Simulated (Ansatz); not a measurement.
`NCO[SiH2]Cl` + `F[Si](F)(Cl)O[SiH3]` → `F[Si](F)(Cl)O[SiH2]Cl` + `NCO[SiH3]`  (redistribution)

Gas-phase electronic energies from Ansatz, PBE0-D4/def2-TZVP geometries. CBS: MP2 limit from def2 TZ/QZ plus the TZ coupled-cluster correction, frozen cores. This one scheme is used for every species. Functionals use def2-TZVPP. One conformer a species, not always the lowest.

```csv
species,PBE0 energy (Eh)
`NCO[SiH2]Cl`,-921.10297
`F[Si](F)(Cl)O[SiH3]`,-1315.67860
`F[Si](F)(Cl)O[SiH2]Cl`,-1775.20673
`NCO[SiH3]`,-461.57239
```

(1) Work out ΔE.

Largest T1 diagnostic among the species: 0.011.

## Answers

(1) ΔE = (-1775.20673) + (-461.57239) − (-921.10297) − (-1315.67860) = 0.00245 Eh = +0.07 eV. CCSD(T)/CBS gives +0.05 eV.

In def2-TZVPP, CCSD(T) changes the Hartree–Fock value by −0.04 eV (the triples alone add −0.01 eV) and MP2 by −0.04 eV. Leaving LDA and LC-ωPBE aside and taking each functional with its dispersion term where it has one, the values, not all of them listed here, spread over 0.05 eV, from revPBE-D4 to B2PLYP. The D4 term adds −0.04 eV with B3LYP and −0.02 eV with PBE0; it sums over pairs of atoms, weighted by their polarisabilities, and B3LYP, whose exchange is more repulsive, gets the larger term.

B3LYP here is the variant with VWN-RPA as its local correlation; programs differ in this.
